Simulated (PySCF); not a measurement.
## How methods differ on the excitation energy of Cu

Cu [Ar] 3d10 4s1 (2S) → Cu [Ar] 3d9 4s2 (2D), as a difference of total energies. Calculation: PySCF 2.14, in aug-cc-pVTZ-DK; the spin-free X2C one-electron Hamiltonian (Gaussian nucleus). Correlated levels: valence: [Ar] frozen. The calculations carry no spin-orbit coupling.

| method | excitation energy (eV) |
| --- | --- |
| UHF | -0.233 |
| LDA | 2.099 |
| PBE | 1.825 |
| r2SCAN | 1.484 |
| PW91 | 1.848 |
| wB97M-V | 1.254 |
| B97-3 | 1.240 |
| MP2 (valence) | 2.259 |
| SCS-MP2 (valence) | 1.775 |

Estimate what PBE0 gives.

1.383 eV, closest to r2SCAN among the rows shown.

Estimate what M06-2X gives.

0.982 eV, closest to B97-3 among the rows shown.

Errors of the correlated levels include the incompleteness of this basis and the frozen core.

For comparison: 1.490 eV (measured; NIST levels, between the centres of gravity of the two terms).
